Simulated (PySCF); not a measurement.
## Ionisation energy of Gd⁵¹⁺ by level of theory

Gd⁵¹⁺ [Ne] 3s2 3p1 (2P) → Gd⁵²⁺ [Ne] 3s2 (1S), as a difference of total energies. Computed with PySCF 2.14 in an uncontracted even-tempered set (16 s from 11 bohr⁻², ratio 2.5; 10 p from 15 bohr⁻², ratio 2.5; 4 d from 58 bohr⁻², ratio 2.7; 4 f from 87 bohr⁻², ratio 2.7), with the non-relativistic Hamiltonian (point nucleus). Correlated levels: outer shells: 1s2 frozen; virtual orbitals above 40 to 60 times the deepest correlated orbital energy dropped. The calculations carry no spin-orbit coupling.

```tsv
method	ionisation energy (eV)
UHF	4455.4
MP2 (outer shells)	4455.5
SCS-MP2 (outer shells)	4455.2
CCSD (outer shells)	4455.1
CCSD(T) (outer shells)	4455.1
```

A first-order spin-orbit estimate (lowest level to lowest level, LS coupling) adds 87.221 eV.

The gap to the reference is mostly relativistic.

First order in ζ underestimates the shift of j = l − 1/2 levels at high Z.

For comparison: 4693 ± 4 eV (theoretical estimate listed by NIST; NIST Atomic Spectra Database, ionization energies).
